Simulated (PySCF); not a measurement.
Species: C4H11BOSi.
Numbering: `[CH2:1]=[CH:2][O:3][SiH2:4][B:5]([CH3:6])[CH3:7]` (hydrogens: H8, H9 on C1; H10 on C2; H11, H12 on Si4; H13, H14, H15 on C6; H16, H17, H18 on C7)

Theory: core-valence-separated Tamm–Dancoff BHandHLYP/aug-pcX-1 (pcseg-1 on H, def2-SVPD on Si) in PySCF, non-relativistic, gas phase, PBE0-D3(BJ)/def2-SVP geometry. The energies are unshifted.

Problem. Give energies, oscillator strengths and core holes at the C K edge.

Solution. 
| E (eV) | f | core hole on | main final orbital | polarisation |
| --- | --- | --- | --- | --- |
| 283.09 | 0.0515 | C1 | LUMO+6 (59 %) | normal to the local trigonal plane |
| 283.18 | 0.0014 | C6 | LUMO (97 %) | – |
| 283.35 | 0.0014 | C7 | LUMO (97 %) | – |
| 284.33 | 0.0732 | C2 | LUMO+6 (65 %) | normal to the local trigonal plane |
| 284.80 | 0.0129 | C6/C7 | LUMO+1 (2 roots, f summed) | – |
| 284.89 | 0.0074 | C1 | LUMO (78 %) | in the local trigonal plane |
| 285.50 | 0.0112 | C1 | LUMO+3 (38 %) | in the local trigonal plane |
| 285.54 | 0.0280 | C7 | spread | – |
| 285.60 | 0.0311 | C6 | spread | – |
| 285.73 | 0.0294 | C7 | spread | – |
| 285.81 | 0.0109 | C6 | LUMO+2 (41 %) | – |
| 285.90 | 0.0108 | C1 | spread | in the local trigonal plane |
| 286.11 | 0.0154 | C6 | spread | – |
| 286.34 | 0.0034 | C7 | LUMO+2 (38 %) | – |
| 286.40 | 0.0067 | C6 | spread | – |
| 286.61 | 0.0094 | C1 | LUMO+1/LUMO+2 (2 roots, f summed) | mixed |
| 286.66 | 0.0080 | C7 | LUMO+10 (37 %) | – |

The first line with a tenth or more of the strongest one's intensity is at 283.09 eV (f = 0.052), with the hole on C1 (terminal =CH2 carbon), polarised normal to the local trigonal plane: a 1s→π* resonance. The strongest listed is at 284.33 eV (f = 0.073; C2, 1s→π*).

Problem. What does the O 1s absorption edge look like?

Solution. 
| E (eV) | f | core hole on | main final orbital |
| --- | --- | --- | --- |
| 532.77 | 0.0089 | O3 | LUMO (68 %) |
| 533.10 | 0.0139 | O3 | LUMO+6 (57 %) |
| 533.40 | 0.0035 | O3 | spread |
| 534.34 | 0.0030 | O3 | LUMO+1 (38 %) |
| 534.79 | 0.0023 | O3 | LUMO+5 (46 %) |
| 535.05 | 0.0034 | O3 | spread |
| 535.11 | 0.0024 | O3 | LUMO+3 (45 %) |

The first line with a tenth or more of the strongest one's intensity is at 532.77 eV (f = 0.009), with the hole on O3 (silyl ether oxygen). The strongest listed is at 533.10 eV (f = 0.014; O3).

Problem. List the boron K-edge absorption lines.

Solution. 
```csv
E (eV),f,core hole on,main final orbital
185.50,0.0871,B5,LUMO (89 %)
190.71,0.0013,B5,LUMO+1 (84 %)
190.88,0.0010,B5,LUMO+2 (60 %)
191.65,0.0023,B5,LUMO+3 (59 %)
191.72,0.0235,B5,LUMO+6 (34 %)
191.85,0.0005,B5,LUMO+4 (62 %)
192.18,0.0015,B5,LUMO+7 (31 %)
```

The first line with a tenth or more of the strongest one's intensity is at 185.50 eV (f = 0.087), with the hole on B5 (three-coordinate boron). It is also the strongest listed.

Roots within 0.03 eV whose holes lie on the same, on equivalent or on shared atoms are summed into one line, and the highest roots are left out, as the search may have cut off their partners. Final orbitals are the ground state's empty Kohn–Sham orbitals. A dash: too weak, shared between unlike atoms, or no plane or axis to refer to.

Problem. What is the summed oscillator strength of the listed C K lines, and their intensity-weighted mean energy?

Solution. Σf = 0.312 over 17 lines from 283.09 to 286.66 eV; the weighted mean is 284.94 eV. The strongest line holds 23 % of the sum.

The ionisation thresholds weren't computed; near and above them a finite basis only mimics Rydberg series and continuum.

Time: 30 s; peak memory 1.2 GiB. Hardware: one thread of an Arm Neoverse V2, on a shared host.

The values belong to the conformer `[CH2:1]=[CH:2][O:3][SiH2:4][B:5]([CH3:6])[CH3:7]`: C1–C2–O3–Si4 6°, C2–O3–Si4–B5 65°, O3–Si4–B5–C6 15°.
